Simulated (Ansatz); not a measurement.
A nudged elastic band was laid between two geometries of AsH$_{2}$S (4 atoms, charge -1, multiplicity 1).

Method: RKS B3LYP-D4/def2-SVP in Ansatz 0.2.0.

```json
{
  "movable images": "7",
  "climbing image": "yes",
  "spring": "5.0 eV/Å²",
  "optimiser": "quadratic models (default)",
  "start path": "through a guess of the saddle point",
  "force threshold": "0.03 eV/Å",
  "iteration limit": "60",
  "end points": "relaxed"
}
```

Image 0:

```xyz
4
Properties=species:S:1:pos:R:3
S -1.670 0.042 0.950
As 0.109 -0.603 -0.129
H 0.248 0.386 -1.352
H 1.314 0.175 0.531
```

Image 8:

```xyz
4
Properties=species:S:1:pos:R:3
S -1.184 0.342 -0.009
As 0.594 -1.102 0.384
H -0.973 0.766 -1.294
H 1.564 -0.006 0.919
```

(1) Which bonds break or form, and what moves?

(2) What energy profile does the band end with?

(3) What is the geometry of the highest image?

(4) What are the harmonic wavenumbers there?

Answers

(1) Bonds broken: As2–H3. Bonds formed: S1–H3.

(2) The run converged. The highest image is number 4 of 0 to 8, 1.29 eV above the first end and 0.97 eV above the last; the last end lies 0.33 eV above the first. A vibrational analysis at the climbing image gives one clearly imaginary mode, 944i cm⁻¹: a first-order saddle point. The orbitals stay closed-shell, which can raise the energy where a bond breaks towards radicals; this wasn't checked here. Limits of this set-up: an anion without diffuse functions, the dipole of an ion depends on the origin.

```csv
image,path coordinate (Å),energy (eV),As2–H3 (Å),S1–H3 (Å)
0,0.00,0.00,1.58,3.02
1,0.28,0.15,1.54,2.72
2,0.56,0.59,1.51,2.40
3,0.84,1.08,1.53,2.08
4,1.12,1.29,1.63,1.75
5,1.44,1.03,1.96,1.43
6,1.76,0.70,2.36,1.35
7,2.09,0.42,2.72,1.35
8,2.41,0.33,2.96,1.37
```

(3) 
```xyz
4
Properties=species:S:1:pos:R:3
S -1.579 0.303 0.397
As 0.474 -0.824 -0.131
H -0.362 0.381 -0.852
H 1.467 0.139 0.586
```

(4) 944i, 325, 670, 786, 1729, 1988 cm⁻¹.

The run took 80 s on 1 thread of Arm Neoverse V1 (shared host), peak memory 0.12 GiB.
